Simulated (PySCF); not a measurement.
C₃H₁₁NSi₂.

```xyz
17

C     -1.2382    -1.8083    -0.0714
C     -0.6555    -0.5881     0.0285
Si    -1.7331     0.7726     0.7937
N      0.6444    -0.3187    -0.4205
C      1.3771    -1.4208    -1.0293
Si     1.5556     1.1442    -0.0703
H     -2.2617    -1.9573     0.2734
H     -0.7371    -2.6831    -0.4907
H     -1.9876     1.8881    -0.1636
H     -3.0279     0.1451     1.1728
H     -1.0955     1.3514     2.0134
H      0.8287    -1.8248    -1.8984
H      2.3598    -1.0741    -1.3812
H      1.5404    -2.2519    -0.3185
H      0.5981     2.2594     0.1401
H      2.4336     1.4262    -1.2399
H      2.4239     1.0197     1.1406
```
Charge 0, spin multiplicity 1.

The structure is a stationary point at B3LYP-D3(BJ)/def2-SVP. The structure was generated by enumeration, and PubChem lists no compound with its InChIKey, so it may never have been made. The values are those of a single conformer.

Method: B3LYP/pcSseg-1 (PySCF). Non-relativistic, no solvent.

Computed absolute GIAO shielding of each atom: isotropic value and principal components (ppm):
```tsv
atom	σ(iso)	σ11	σ22	σ33	span
C1	73.4	-19.3	87.5	151.8	171.1
C2	24.7	-82.3	20.1	136.2	218.5
Si3	402.0	349.4	414.4	442.2	92.7
N4	181.3	114.7	208.0	221.3	106.6
C5	141.6	117.0	134.8	173.0	56.0
Si6	386.6	339.0	365.1	455.8	116.8
H7	26.8	24.4	25.8	30.3	5.9
H8	27.0	24.2	24.7	32.0	7.8
H9	27.0	23.8	25.8	31.4	7.6
H10	27.5	23.9	26.6	31.9	7.9
H11	27.0	23.8	26.2	31.0	7.2
H12	28.6	25.3	25.8	34.7	9.5
H13	28.6	24.0	28.1	33.7	9.7
H14	28.8	25.6	25.9	34.9	9.3
H15	26.4	22.3	27.1	29.8	7.5
H16	26.8	23.6	25.4	31.6	8.0
H17	26.7	23.6	24.3	32.2	8.5
```
